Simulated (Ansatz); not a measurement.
One geometry of Zr₂S₅⁻, several levels of theory.

```yaml
crystal:
  periodic: [false, false, false]
  atoms:
    - {symbol: Zr, position_ang: [0.770304, 0.322026, 0.593502]}
    - {symbol: Zr, position_ang: [-2.173083, -0.406232, -0.030055]}
    - {symbol: S, position_ang: [2.589335, 0.162515, -1.016795]}
    - {symbol: S, position_ang: [-0.488837, -1.637152, 1.333717]}
    - {symbol: S, position_ang: [-1.123006, 1.833586, 0.273282]}
    - {symbol: S, position_ang: [-2.738647, -1.142843, -2.102705]}
    - {symbol: S, position_ang: [3.163933, 0.868089, 0.949053]}
basis:
  gaussian: {orbitals: def2-TZVPD, initial_orbitals: start.molden}
total_charge: -1
magnetization: {spin_polarized: true, initial_magnetization: 1}
hamiltonian: {xc: hf}
scf: {omitted_lower_state_checks: [starts]}
output: {orbitals: {seedname: orbitals}}
```

The file start.molden holds the orbitals of an earlier run on this structure, at another level or in another basis.

```sh
$ ansatz run in.yaml --threads 4 --pin off --events-out ev --progress --plain --max-ram 4787MiB
```

Shortened log:

```
Functional definition: HF
  name "HF"
  cite "Fock, Z. Phys. 61, 126 (1930) doi:10.1007/BF01340294"
  parent pbe
  exchange = exact_x
  correlation = 0
these checks for a lower state are left out or cut short: starts
2805 factors; their error is unknown
the host lacks memory for fits, so the integrals are decomposed
2112 factors; integrals over basis functions are off by at most 1.1e-3 eV
mean field evaluation 1: about -56629.5806 eV, gradient 3.4e1 eV
mean field evaluation 2: about -56631.3002 eV, gradient 2.5e0 eV
mean field evaluation 4: about -56631.5036 eV, gradient 8.5e-2 eV
mean field evaluation 8: about -56631.5257 eV, gradient 1.8e-5 eV
mean field -56631.52565917 eV, -2081.1701817476 hartree, gradient 2.6e-5 eV, S^2 0.768539; 0 other end points of the search recorded, 0 dependent functions left out
reference -56631.52565917 eV, -2081.1701817476 hartree; 53, 52 occupied and 257, 258 virtual orbitals, 2112 factors
Total energy: -56631.52565917 eV, -2081.1701817476 hartree
Checks for a lower state left out: starts
```

Hardware: 4 threads of Arm Neoverse N1 on a shared host. Wall time 39 s, peak host memory 1.5 GiB.

First input, but with `hamiltonian: {xc: {name: B2PLYP}}` and without the key `output` (abridged; 67 s):

```
Functional definition: B2PLYP
mean field -56714.72852091 eV, -2084.2278305197 hartree, gradient 2.9e-6 eV, S^2 0.757382
25 core orbitals not correlated: weight in the atoms' cores, before any rotation towards them, 1.000 or more for the frozen orbitals, at most 0.000 for the correlated occupied ones
second order -51.05346709 eV of doubles, -0.00000000 eV of singles
Total energy: -56728.51315075 eV, -2084.7344063229 hartree
Checks for a lower state left out: starts
```

Geometry: PBE-D4/def2-SVPD.

In the def2 sets Zr takes a core potential; there is no spin–orbit coupling. Correlated methods freeze 25 core orbitals; core or outer-core shells of Zr are correlated, in sets that lack core-valence functions. Another isomer (doublet) lies 0.94 eV lower at PBE0-D4/def2-TZVPD; other spin states weren't run for this one.
